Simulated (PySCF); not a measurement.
Molecule: SMILES [Si@@H]1(O)C[SiH2][C@@H]1F, C2H7FOSi2.

Cartesian coordinates in Å; atom numbers follow the order of the lines, from 1:
```xyz
13

O    -2.211   -0.602   -0.607
Si   -1.177    0.433    0.095
C     0.299    0.971   -1.008
Si    1.551   -0.153   -0.087
C     0.125   -0.511    1.176
F    -0.177   -1.871    1.343
H    -2.071   -1.543   -0.525
H    -1.997    1.454    0.727
H     0.181    0.762   -2.068
H     0.536    2.029   -0.933
H     2.711    0.521    0.497
H     1.942   -1.359   -0.814
H     0.283   -0.131    2.186
```

Frames of a GFN2-xTB Langevin trajectory at 200 K; GIAO PBE0/pcSseg-1 shieldings in PySCF 2.14, gas phase, non-relativistic; equivalent atoms averaged within each frame.

Chemical shifts δ = σref − σ; $^{17}$O (336.08 ppm) vs H2O; TMS for $^{29}$Si (349.16 ppm) and $^{13}$C (186.93 ppm) and $^{1}$H (31.72 ppm); CFCl3 for $^{19}$F (170.95 ppm), all at this level. The references are static minima.

**Question.** How do the shifts (ppm) fluctuate along the trajectory?

**Answer.** 
```csv
time (fs),O1,Si2,Si4,C5,C3,F6,H11,H8,H13,H12
250,38.1,-1.7,-32.7,95.4,11.9,-286.5,6.19,5.28,5.20,4.94
425,23.7,5.3,-38.9,98.6,3.5,-277.0,4.53,6.12,6.45,5.30
625,21.5,-3.4,-41.7,95.1,6.0,-299.5,5.04,4.96,5.66,4.62
800,27.2,1.0,-34.9,98.2,5.8,-287.5,4.10,5.40,5.65,5.45
1000,27.5,1.0,-40.7,96.3,4.3,-284.4,5.23,5.67,5.78,4.33
mean of frames,27.6,0.4,-37.8,96.7,6.3,-287.0,5.02,5.48,5.75,4.93
standard deviation,6.4,3.3,3.8,1.6,3.3,8.1,0.79,0.43,0.45,0.46
```

5 frames give an uncertainty of the mean of about the standard deviation over 2.2 at best, since frames this close in time may not be independent; classical motion lacks zero-point vibration, and the reference would need the same averaging.
